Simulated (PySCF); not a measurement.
Computed shifts of a molecule C₄H₁₀OSi, PySCF with KT2/pcSseg-1, GIAO, gas phase, atoms alike by connectivity averaged where their shifts nearly agree, in ppm (number of nuclei): ¹³C: 86.5 (1), 71.8 (1), 39.2 (1), 33.7 (1). ²⁹Si: -69.2 (1). ¹H: 5.12 (1), 4.91 (1), 4.21 (3), 2.98 (1), 2.76 (1), 1.93 (3). References: ¹³C against TMS (σ = 185.1 ppm); ²⁹Si against TMS (σ = 361.9 ppm); ¹⁷O against H2O (σ = 330.4 ppm); ¹H against TMS (σ = 31.47 ppm), references at their B3LYP-D3(BJ)/def2-TZVP geometries, non-relativistic. The structure is a stationary point at B3LYP-D3(BJ)/def2-SVP. Other conformers were not sampled.

**Question.** Pick the molecule that these values belong to.
A) C=C([SiH3])CCO
B) C[C@H]1C[Si@H](O)C1
C) C[C@@]1([SiH3])CCO1
D) CC(C)=CO[SiH3]

**Answer.** C, C[C@@]1([SiH3])CCO1
